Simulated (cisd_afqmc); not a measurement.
Input (AFQMC/CISD/cc-pVDZ; cisd_afqmc is a phaseless AFQMC code with CISD trial states that reads the integrals written by Ansatz):

Ansatz 0.2 input:
```python
import cisd_afqmc

open("ham.yaml", "w").write("""\
crystal:
  periodic: [false, false, false]
  atoms:
    - {symbol: C, position_ang: [-0.00000000, -0.00000000, -1.56301822]}
    - {symbol: Br, position_ang: [0.00000000, 0.00000000, 0.26794598]}
basis:
  gaussian:
    orbitals: cc-pVDZ
magnetization: {spin_polarized: true, initial_magnetization: 1}
correlation: {method: ccsd, electrons: outside_noble_gas, hamiltonian_folder: ham}
""")
rep = cisd_afqmc.ansatz("ham.yaml")
e_ccsd = rep["correlation"]["coupled_cluster"]["energy"]["hartree"]
out = cisd_afqmc.run("ham", e_ccsd, trial="CISD", walkers=200, populations=8, threads=8, dt=0.005, steps=40, early=24, settle=10, least=32,
    cut=5e-5, rank_cut=2e-4, target=0.0004, seconds=1500, seed=1, memory=17280, gpu=False)
```

Output:

```
orbitals 26, occupied [6, 5], factors 131 of 450, rank of the doubles 148 of 225
E(HF) = -2610.111324
E(CCSD) on the cut factors = -2610.339102, shift to the whole factors -0.000004
Energy of the trial state on the determinant = -2610.339142
  tau behind 7.2 of longer steps, mean of the populations' last blocks
   2.0  -2610.34903
   4.0  -2610.34825
   6.0  -2610.34882
   8.0  -2610.34834
blocks 383 (1 outliers left out), error by blocks joined: 1: 0.00015, 2: 0.00018, 4: 0.00023, 8: 0.00026, 16: 0.00028
E(AFQMC/CISD) = -2610.34890 +/- 0.00028
```
